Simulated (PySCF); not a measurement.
Compound: C2H7N2Si2 (doublet state).
Structure used (GFN2-xTB), in Å, numbered top down from 1:
```xyz
13
C2H7N2Si2 angstrom
C     -3.4992   -0.6496    0.6041
C     -2.5147   -0.0963    0.1927
Si    -0.9955    0.7409   -0.4560
N      0.3261   -0.1256    0.2520
Si     2.0482    0.1978    0.1105
N      2.6561   -0.9208   -0.9748
H     -4.3617   -1.1319    0.9669
H     -0.9052    2.1194    0.0339
H     -0.9978    0.6715   -1.9214
H      0.1261   -1.0878    0.4760
H      2.4974    0.2115    1.5111
H      2.1354    1.5460   -0.4578
H      3.4802   -1.4746   -0.8054
```

The hyperfine couplings belong to this conformer and change with its torsions.

The species is `C#C[SiH2]N[SiH2][NH]` [radical].

Method used: PySCF, UKS B3LYP, pcH-1 on C H N Si, non-relativistic, mean-field spin-orbit, GIAO. Geometry: GFN2-xTB, one conformer, isolated molecule. A GFN2-xTB geometry isn't a minimum of the functional, and hyperfine couplings can be far from their values at a DFT geometry. The SCF solution wasn't tested for stability.

Problem. Where do the isotropic ENDOR lines of C2, N6, N4, H11/H12, H13, H10, H8/H9, Si5 and Si3 fall at 342.4 mT, to first order?

Solution. For S = 1/2 in fast tumbling each set of equivalent nuclei gives two lines, ν± = |νn ± a/2| to first order, with νn = g_N μN B/h and μN/h = 7.62259 MHz/T.

```csv
nuclei,isotope,g_N,νn (MHz),a_iso (MHz),lower line (MHz),upper line (MHz)
C2,13C,1.4048,3.67,1.10,3.12,4.22
N6,14N,0.4038,1.05,25.78,11.84,13.94
N4,14N,0.4038,1.05,4.26,1.07,3.18
H11/H12,1H,5.5857,14.58,65.68,18.26,47.42
H13,1H,5.5857,14.58,-54.99,12.92,42.07
H10,1H,5.5857,14.58,-4.51,12.33,16.83
H8/H9,1H,5.5857,14.58,4.42,12.37,16.79
Si5,29Si,-1.1106,2.90,50.09,22.15,27.94
Si3,29Si,-1.1106,2.90,3.43,1.18,4.61
```

The rows for 13C and 29Si, of low natural abundance, apply to labelled samples.

Problem. Which pairs are centred on the nuclear Larmor frequency, and which on half the coupling?

Solution. Centred on νn, since |a| < 2νn: C2, H10, H8/H9 and Si3. Centred on |a|/2 and split by 2νn: N6, N4, H11/H12, H13 and Si5.

Problem. At what field would the lower line of Si3 fall to zero frequency?

Solution. Where νn = |a|/2, that is B = 1.71 MHz/(1.1106 × 7.62259 MHz/T) = 202 mT, as far as first order holds there.

Nuclei that the bonding pattern makes equivalent are averaged, as if the motion that swaps them (rotation, inversion, ring flip) were fast. The 1H value of +65.7 MHz is a mean of couplings from 17.7 to 113.6 MHz in this one geometry, not an average over conformers.
